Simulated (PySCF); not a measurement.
BH3N, SMILES B=[NH2+], charge +1.

The structure is a stationary point at PBE0-D3(BJ)/def2-TZVP. The isomer is the one that the SMILES or the coordinates give; other isomers of the formula were not compared.

Two levels are set side by side: TDDFT-PBE/def2-TZVPD (PySCF) and ADC(2)/aug-cc-pVDZ (PySCF). Vertical, same geometry; the bases differ. Differences are taken from unrounded values.

| quantity | ADC(2) |
|---|---|
| lowest singlet excitation (eV) | 5.92 |

**Question.** What does TDDFT-PBE give, and how far is it from ADC(2)? (Estimate from the structure and the level; the computed values follow.)

**Answer.** 
```json
[
 {"quantity": "lowest singlet excitation (eV)", "TDDFT-PBE": "5.59", "TDDFT-PBE minus ADC(2)": "-0.32"}
]
```

A lower first singlet is the usual sign of a functional without exact exchange. Differences between two approximate levels are no errors against the true value.

Rough cost on one machine, each run with all the roots and properties that it gave: ADC(2) against TDDFT-PBE within a factor of 2.
